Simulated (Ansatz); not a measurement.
Consider the redistribution: `NB(O)C=O` + `CB(C)CN` → `NCB(N)O` + `CB(C)C=O`.

Gas-phase electronic energies from Ansatz, PBE0-D4/def2-TZVP geometries. CBS: MP2 limit from def2 TZ/QZ plus the TZ coupled-cluster correction, frozen cores. One conformer a species, not always the lowest.

| species | CCSD(T)/CBS(def2) energy (Eh) |
| --- | --- |
| `NB(O)C=O` | -270.38538 |
| `CB(C)CN` | -199.68537 |
| `NCB(N)O` | -251.74640 |
| `CB(C)C=O` | -218.32562 |

Work out ΔE.

ΔE = (-251.74640) + (-218.32562) − (-270.38538) − (-199.68537) = -0.00127 Eh = -0.8 kcal/mol.

Largest T1 diagnostic among the species: 0.014.
